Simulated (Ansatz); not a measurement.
**Ligand exchange: C2H5F2In + CH6Se2Si → In(CH3)F2 + C2H8Se2Si**

Species: C2H5F2In `C[CH2][In]([F])[F]`, singlet; CH6Se2Si `C[Se][Se][SiH3]`, singlet; In(CH3)F2, singlet; C2H8Se2Si `C[SiH2][Se][Se]C`, singlet. The partners trade CH3 for H: C–CH3 and Si–H bonds give way to C–H and Si–CH3.

Shapes, held fixed at every level: PBE0-D4/def2-TZVP. Flexible molecules stand in one conformer, not always the lowest. Programs: Ansatz 0.2.0. Electronic energies: no zero-point or thermal term.

Estimate ΔE of this reaction.

The highest level, CCSD(T)/def2-TZVPP, gives ΔE = -60.4 kJ/mol; the levels span -64.6 to -59.7. The column of differences is taken from that level and isn't an error. No measured value is set beside it here. For atoms past krypton def2 sets carry core potentials with scalar relativity. Relativity is left out for Se unless named. Correlated rows may include outer-core shells of In, Se, which these sets cover unevenly.

| level | kind | ΔE (kJ/mol) | less CCSD(T)/def2-TZVPP |
| --- | --- | --- | --- |
| r2SCAN-D4/def2-TZVPP | meta-GGA | -63.7 | -3.3 |
| PBE0-D4/def2-TZVPP | global hybrid | -62.0 | -1.6 |
| r2SCAN0-D4/def2-TZVPP | global hybrid | -64.6 | -4.2 |
| wB97M-V/def2-TZVPP | range-separated hybrid | -64.1 | -3.7 |
| B2PLYP/def2-TZVPP | double hybrid | -59.7 | +0.7 |
| MP2/def2-TZVPP | perturbation theory | -63.4 | -3.0 |
| CCSD(T)/def2-TZVPP | coupled cluster or CI | -60.4 | 0.0 |
